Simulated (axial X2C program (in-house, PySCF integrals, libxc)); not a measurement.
## Worked dissociation energy of MgI⁻: LDA, 2c

Calculated with an axial X2C code built on PySCF integrals. Two-component (2c) means X2C with spin–orbit coupling and atomic mean-field two-electron Coulomb and Gaunt terms. Basis: I dyall-acv3z [12s13p9d5f1g], Mg dyall-av3z [10s9p6d4f] (cores contracted in-house); Gaussian nuclei, density fitting, unrestricted open shells. Masses: I 126.904 u, Mg 23.985 u.

Molecular state: Ω = 0 (closed shell).

* E(I-) (2M_J = 0): -7106.336643 hartree
* E(Mg) (2M_J = 0): -199.422713 hartree
* E(MgI⁻) at Re: -7305.792595 hartree
* ωe: 176.1 cm⁻¹
* ωexe: 1.41 cm⁻¹

Question: Work out De and D0.

Answer: De = -7106.336643 + (-199.422713) − (-7305.792595) = 0.03324 hartree = 0.904 eV. The zero-point energy is ωe/2 − ωexe/4 = 88 cm⁻¹ = 0.011 eV, so D0 = 0.894 eV.

One determinant describes the state; a PBE0 search over occupations chose it and may have missed a lower one. De is counted from the lowest determinant-based energies of the atoms at the same level, without counterpoise correction. The highest occupied level of some functionals is positive through self-interaction error; at Hartree–Fock it is bound.

LDA overbinds, often by about an eV.

Each atomic determinant is the lowest at this level and need not be a pure J level. Totals compare only within one Hamiltonian and basis.
